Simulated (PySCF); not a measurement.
**Run times: tantalum in even-tempered 19s14p9d4f3g**

Measured wall times of calculations with PySCF 2.14 in an uncontracted even-tempered set (19 s from 2.3 bohr⁻², ratio 2.5; 14 p from 3 bohr⁻², ratio 2.5; 9 d from 3 bohr⁻², ratio 2.5; 4 f from 16 bohr⁻², ratio 2.7; 3 g from 24 bohr⁻², ratio 2.7), with the spin-free X2C one-electron Hamiltonian (Gaussian nucleus), run from one Python driver. Hardware: 2 threads of Neoverse-V1 on a shared host, 2.6 GiB allowed. The two-electron integrals over 161 functions were computed once and kept in memory (4.6 CPU seconds with the set-up); the times below exclude them. Kohn-Sham runs start from converged Hartree-Fock orbitals.

Launch command (the driver calls PySCF for each step listed in the task file):

```bash
OMP_NUM_THREADS=2 python atomrun2.py TASK.json OUT
```

```
         species                           step  iterations  wall time (s)
Ta(29+) [Kr] 4d8  UHF with spin-orbit constants           5             13
Ta(29+) [Kr] 4d8                            LDA           5            1.8
Ta(29+) [Kr] 4d8                            PBE           5            2.6
Ta(29+) [Kr] 4d8                           PBE0           5              5
Ta(29+) [Kr] 4d8                         r2SCAN           5            6.2
Ta(29+) [Kr] 4d8             MP2 (16 electrons)                        6.1
Ta(30+) [Kr] 4d7  UHF with spin-orbit constants           5             12
Ta(30+) [Kr] 4d7                            LDA           5            1.9
Ta(30+) [Kr] 4d7                            PBE           5            2.6
Ta(30+) [Kr] 4d7                           PBE0           5              5
Ta(30+) [Kr] 4d7                         r2SCAN           5            6.3
Ta(30+) [Kr] 4d7             MP2 (15 electrons)                        5.1
```

Peak memory of the process: 1.1 GiB. Times on a shared host vary from run to run.
